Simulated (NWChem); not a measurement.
System: CH$_{2}$NS, doublet; SMILES N[C]=S

Here is an NWChem input.

```
start job
memory heap 200 mb stack 900 mb global 1100 mb
geometry units angstroms noautoz
  N      0.147998     1.585452     0.000000
  C     -0.426398     0.405154     0.000000
  S      0.039413    -1.121665     0.000000
  H      1.162338     1.702191     0.000000
  H     -0.410875     2.431046     0.000000
end
basis spherical
  N library 6-31g*
  C library 6-31g*
  S library 6-31g*
  H library 6-31g*
end
dft
  odft
  mult 2
  xc xtpss03 ctpss03
  iterations 200
  convergence nolevelshifting
end
task dft gradient
```

Parts of the log:

```
             Northwest Computational Chemistry Package (NWChem) 7.3.0
             --------------------------------------------------------

 CS  symmetry detected

                             Geometry "geometry" -> ""
                             -------------------------

 Output coordinates in angstroms (scale by  1.889725989 to convert to a.u.)

  No.       Tag          Charge          X              Y              Z
 ---- ---------------- ---------- -------------- -------------- --------------
    1 N                    7.0000     0.13874364     1.59588157     0.00000000
    2 C                    6.0000    -0.42543469     0.41066557     0.00000000
    3 S                   16.0000     0.05354867    -1.11207245     0.00000000
    4 H                    1.0000     1.15203732     1.72137879     0.00000000
    5 H                    1.0000    -0.42741334     2.43661608     0.00000000

 Effective nuclear repulsion energy (a.u.)      86.4853086506

      Symmetry information
      --------------------

 Group name             Cs
 Group number              2
 Group order               2
 No. of unique centers     5

                                 NWChem DFT Module
                                 -----------------

 Summary of "ao basis" -> "ao basis" (spherical)
 ------------------------------------------------------------------------------
       Tag                 Description            Shells   Functions and Types
 ---------------- ------------------------------  ------  ---------------------
 N                           6-31g*                  6       14   3s2p1d
 C                           6-31g*                  6       14   3s2p1d
 S                           6-31g*                  8       18   4s3p1d
 H                           6-31g*                  2        2   2s

      Symmetry analysis of basis
      --------------------------

        a'         37
        a"         13

            General Information
            -------------------
          SCF calculation type: DFT
          Wavefunction type:  spin polarized.
          No. of atoms     :     5
          No. of electrons :    31
           Alpha electrons :    16
            Beta electrons :    15
          Charge           :     0
          Spin multiplicity:     2
          Use of symmetry is: on ; symmetry adaption is: on
          Maximum number of iterations: 200
          AO basis - number of functions:    50
                     number of shells:    24
          Convergence on energy requested:  1.00D-06
          Convergence on density requested:  1.00D-05
          Convergence on gradient requested:  5.00D-04

              XC Information
              --------------
                  TPSS metaGGA Exchange Functional  1.000
             TPSS03 metaGGA Correlation Functional  1.000

             Grid Information
             ----------------
          Grid used for XC integration:  medium
          Radial quadrature: Mura-Knowles
          Angular quadrature: Lebedev.
          Tag              B.-S. Rad. Rad. Pts. Rad. Cut. Ang. Pts.
          ---              ---------- --------- --------- ---------
          N                   0.65       49           8.0       434
          C                   0.70       49           7.0       434
          S                   1.00       88          10.0       590
          H                   0.35       45          10.0       434
          Grid pruning is: on
          Number of quadrature shells:   276
          Spatial weights used:  Erf1

      Superposition of Atomic Density Guess
      -------------------------------------

 Sum of atomic energies:        -490.40613843

      Non-variational initial energy
      ------------------------------

 Total energy =    -491.656656
 1-e energy   =    -846.159435
 2-e energy   =     268.017471
 HOMO         =      -0.114126
 LUMO         =       0.030810

   Symmetry analysis of molecular orbitals - initial alpha
   -------------------------------------------------------

  Numbering of irreducible representations:

     1 a'          2 a"

  Orbital symmetries:

     1 a'          2 a'          3 a'          4 a'          5 a'
     6 a'          7 a"          8 a'          9 a'         10 a'
    11 a'         12 a'         13 a"         14 a'         15 a"
    16 a'         17 a"         18 a'         19 a'         20 a'
    21 a'         22 a'         23 a"         24 a'         25 a'
    26 a'

   Symmetry analysis of molecular orbitals - initial beta
   ------------------------------------------------------

  Numbering of irreducible representations:

     1 a'          2 a"

  Orbital symmetries:

     1 a'          2 a'          3 a'          4 a'          5 a'
     6 a'          7 a"          8 a'          9 a'         10 a'
    11 a'         12 a'         13 a"         14 a'         15 a"
    16 a'         17 a"         18 a'         19 a'         20 a'
    21 a'         22 a'         23 a"         24 a'         25 a'
    26 a'

   convergence    iter        energy       DeltaE   RMS-Dens  Diis-err
 ---------------- ----- ----------------- --------- --------- ---------
 d= 0,ls=0.0,diis     1   -492.1518289739 -5.79D+02  1.57D-02  1.03D-01
                                                     1.53D-02  9.19D-02
 d= 0,ls=0.0,diis     2   -491.8334276514  3.18D-01  1.40D-02  6.07D-01
                                                     1.37D-02  6.19D-01
 d= 0,ls=0.0,diis     3   -492.1994527601 -3.66D-01  3.26D-03  1.77D-02
                                                     2.82D-03  1.74D-02
 d= 0,ls=0.0,diis     4   -492.2078417843 -8.39D-03  1.29D-03  5.82D-03
                                                     9.98D-04  5.25D-03
 d= 0,ls=0.0,diis     5   -492.2103529262 -2.51D-03  3.38D-04  4.30D-04
                                                     3.12D-04  4.77D-04
  Resetting Diis
 d= 0,ls=0.0,diis     6   -492.2105732737 -2.20D-04  8.28D-05  1.42D-05
                                                     6.61D-05  1.19D-05
 d= 0,ls=0.0,diis     7   -492.2105806717 -7.40D-06  4.87D-05  7.15D-07
                                                     4.50D-05  7.17D-07
 d= 0,ls=0.0,diis     8   -492.2105798552  8.16D-07  3.61D-05  2.18D-06
                                                     3.10D-05  2.25D-06
 d= 0,ls=0.0,diis     9   -492.2105811933 -1.34D-06  1.04D-05  2.93D-07
                                                     1.18D-05  3.13D-07
 d= 0,ls=0.0,diis    10   -492.2105813441 -1.51D-07  5.99D-06  8.10D-08
                                                     3.80D-06  3.81D-08

         Total DFT energy =     -492.210581344129
      One electron energy =     -848.269274748986
           Coulomb energy =      308.362347172784
    Exchange-Corr. energy =      -38.788962418543
 Nuclear repulsion energy =       86.485308650615

 Numeric. integr. density =       31.000001671480

                  Occupations of the irreducible representations
                  ----------------------------------------------

                     irrep           alpha         beta
                     --------     --------     --------
                     a'               13.0         12.0
                     a"                3.0          3.0

                    DFT Final Alpha Molecular Orbital Analysis
                    ------------------------------------------

 Vector   14  Occ=1.000000D+00  E=-2.755168D-01  Symmetry=a'
              MO Center= -2.8D-01, -2.8D-01, -3.9D-15, r^2= 2.1D+00
   Bfn.  Coefficient  Atom+Function         Bfn.  Coefficient  Atom+Function
  ----- ------------  ---------------      ----- ------------  ---------------
    35      0.394274  3 S  px                17      0.385901  2 C  px
    36      0.324575  3 S  py                21      0.254577  2 C  px
    39      0.189809  3 S  px                31     -0.152189  3 S  px
    32     -0.127612  3 S  py                40      0.115187  3 S  py
    20     -0.106677  2 C  s                 50      0.102442  5 H  s

 Vector   15  Occ=1.000000D+00  E=-2.256422D-01  Symmetry=a"
              MO Center=  4.3D-02, -2.7D-01,  1.9D-16, r^2= 2.7D+00
   Bfn.  Coefficient  Atom+Function         Bfn.  Coefficient  Atom+Function
  ----- ------------  ---------------      ----- ------------  ---------------
    37      0.587140  3 S  pz                 5     -0.350244  1 N  pz
    41      0.315293  3 S  pz                 9     -0.309674  1 N  pz
    33     -0.224208  3 S  pz                19      0.115331  2 C  pz
    23      0.097646  2 C  pz                25     -0.033893  2 C  d -1
    43      0.025815  3 S  d -1

 Vector   16  Occ=1.000000D+00  E=-1.558698D-01  Symmetry=a'
              MO Center= -1.9D-01, -3.0D-01, -1.7D-15, r^2= 2.5D+00
   Bfn.  Coefficient  Atom+Function         Bfn.  Coefficient  Atom+Function
  ----- ------------  ---------------      ----- ------------  ---------------
    35      0.543560  3 S  px                17     -0.392463  2 C  px
    39      0.367886  3 S  px                21     -0.328672  2 C  px
    20      0.319429  2 C  s                  6     -0.244152  1 N  s
    48      0.220889  4 H  s                 31     -0.202509  3 S  px
    16      0.109937  2 C  s                 22      0.110201  2 C  py

 Vector   17  Occ=0.000000D+00  E=-4.428031D-02  Symmetry=a"
              MO Center= -1.8D-01,  1.6D-01, -4.8D-16, r^2= 2.4D+00
   Bfn.  Coefficient  Atom+Function         Bfn.  Coefficient  Atom+Function
  ----- ------------  ---------------      ----- ------------  ---------------
    23      0.597452  2 C  pz                19      0.534252  2 C  pz
     9     -0.395918  1 N  pz                41     -0.389846  3 S  pz
    37     -0.356603  3 S  pz                 5     -0.308190  1 N  pz
    33      0.130103  3 S  pz                43      0.083361  3 S  d -1
    45      0.030896  3 S  d  1              11     -0.026653  1 N  d -1

 Vector   18  Occ=0.000000D+00  E= 4.048011D-02  Symmetry=a'
              MO Center=  1.9D-01,  2.1D+00,  9.2D-16, r^2= 3.0D+00
   Bfn.  Coefficient  Atom+Function         Bfn.  Coefficient  Atom+Function
  ----- ------------  ---------------      ----- ------------  ---------------
     6      1.553560  1 N  s                 50     -1.222793  5 H  s
    48     -0.947506  4 H  s                  8      0.395809  1 N  py
     2      0.225050  1 N  s                  4      0.185205  1 N  py
    22     -0.164055  2 C  py                38     -0.155267  3 S  s
    49     -0.140457  5 H  s                 17     -0.124269  2 C  px

 Vector   19  Occ=0.000000D+00  E= 7.441384D-02  Symmetry=a'
              MO Center=  3.1D-01,  9.6D-02, -5.8D-16, r^2= 4.9D+00
   Bfn.  Coefficient  Atom+Function         Bfn.  Coefficient  Atom+Function
  ----- ------------  ---------------      ----- ------------  ---------------
    20      1.422729  2 C  s                 40     -1.007250  3 S  py
    48     -0.883196  4 H  s                 38     -0.869844  3 S  s
    50      0.694901  5 H  s                  7      0.595670  1 N  px
    22     -0.363760  2 C  py                36     -0.308310  3 S  py
     3      0.285520  1 N  px                39      0.262941  3 S  px

                     DFT Final Beta Molecular Orbital Analysis
                     -----------------------------------------

 Vector   13  Occ=1.000000D+00  E=-3.417095D-01  Symmetry=a"
              MO Center= -4.6D-02,  9.5D-01,  5.4D-16, r^2= 1.6D+00
   Bfn.  Coefficient  Atom+Function         Bfn.  Coefficient  Atom+Function
  ----- ------------  ---------------      ----- ------------  ---------------
     5      0.463625  1 N  pz                19      0.333498  2 C  pz
     9      0.328739  1 N  pz                37      0.207575  3 S  pz
    23      0.163094  2 C  pz                41      0.086075  3 S  pz
    33     -0.082854  3 S  pz                43      0.034373  3 S  d -1

 Vector   14  Occ=1.000000D+00  E=-2.396202D-01  Symmetry=a'
              MO Center= -2.0D-01, -5.1D-01, -2.3D-15, r^2= 2.0D+00
   Bfn.  Coefficient  Atom+Function         Bfn.  Coefficient  Atom+Function
  ----- ------------  ---------------      ----- ------------  ---------------
    35      0.483154  3 S  px                17      0.298162  2 C  px
    36      0.293698  3 S  py                39      0.249624  3 S  px
    21      0.227338  2 C  px                31     -0.187559  3 S  px
    40      0.132439  3 S  py                 6     -0.116025  1 N  s
    32     -0.113157  3 S  py                50      0.099926  5 H  s

 Vector   15  Occ=1.000000D+00  E=-2.226450D-01  Symmetry=a"
              MO Center=  4.0D-02, -3.2D-01, -4.0D-16, r^2= 2.6D+00
   Bfn.  Coefficient  Atom+Function         Bfn.  Coefficient  Atom+Function
  ----- ------------  ---------------      ----- ------------  ---------------
    37      0.592380  3 S  pz                 5     -0.337999  1 N  pz
    41      0.320175  3 S  pz                 9     -0.300305  1 N  pz
    33     -0.226446  3 S  pz                19      0.119122  2 C  pz
    23      0.100764  2 C  pz                25     -0.034090  2 C  d -1
    43      0.027631  3 S  d -1

 Vector   16  Occ=0.000000D+00  E=-9.428658D-02  Symmetry=a'
              MO Center= -2.7D-01, -1.7D-02, -3.1D-15, r^2= 2.6D+00
   Bfn.  Coefficient  Atom+Function         Bfn.  Coefficient  Atom+Function
  ----- ------------  ---------------      ----- ------------  ---------------
    35     -0.446133  3 S  px                17      0.419242  2 C  px
    21      0.403288  2 C  px                39     -0.349146  3 S  px
    48     -0.328460  4 H  s                 20     -0.326353  2 C  s
     6      0.248879  1 N  s                 31      0.165854  3 S  px
    38     -0.116140  3 S  s                 16     -0.112645  2 C  s

 Vector   17  Occ=0.000000D+00  E=-2.861076D-02  Symmetry=a"
              MO Center= -1.9D-01,  1.5D-01,  8.1D-16, r^2= 2.3D+00
   Bfn.  Coefficient  Atom+Function         Bfn.  Coefficient  Atom+Function
  ----- ------------  ---------------      ----- ------------  ---------------
    23      0.611858  2 C  pz                19      0.536008  2 C  pz
     9     -0.388775  1 N  pz                41     -0.390150  3 S  pz
    37     -0.347024  3 S  pz                 5     -0.297381  1 N  pz
    33      0.126423  3 S  pz                43      0.089786  3 S  d -1
    45      0.032442  3 S  d  1              11     -0.029264  1 N  d -1

 Vector   18  Occ=0.000000D+00  E= 4.447201D-02  Symmetry=a'
              MO Center=  8.3D-02,  2.2D+00, -1.4D-16, r^2= 3.0D+00
   Bfn.  Coefficient  Atom+Function         Bfn.  Coefficient  Atom+Function
  ----- ------------  ---------------      ----- ------------  ---------------
     6      1.517940  1 N  s                 50     -1.303705  5 H  s
    48     -0.855701  4 H  s                  8      0.428659  1 N  py
     2      0.219797  1 N  s                  4      0.200190  1 N  py
    49     -0.146211  5 H  s                 22     -0.132914  2 C  py
    38     -0.125718  3 S  s                 17     -0.123248  2 C  px

   alpha - beta orbital overlaps
   -----------------------------

   alpha      1      2      3      4      5      6      7      8      9     10
    beta      1      2      3      4      5      7      6      8      9     10
 overlap   1.000  1.000  1.000  1.000  0.958  0.958  1.000  1.000  0.999  0.997

[...]

                         DFT ENERGY GRADIENTS

    atom               coordinates                        gradient
                 x          y          z           x          y          z
   1 N       0.262187   3.015779   0.000000   -0.003817  -0.007885   0.000000
   2 C      -0.803955   0.776045   0.000000    0.011922  -0.002315   0.000000
   3 S       0.101192  -2.101512   0.000000   -0.004888   0.014725   0.000000
   4 H       2.177035   3.252934   0.000000   -0.003952  -0.002139   0.000000
   5 H      -0.807694   4.604537   0.000000    0.000736  -0.002386   0.000000
```

Level: TPSS/6-31G* (spherical d), spin-unrestricted. In the optimisation the excess spin sits in a' (Cs, its own frame). Geometry: optimised at PBE0/def2-SVP, spin-unrestricted. No stability test was run on the SCF state.
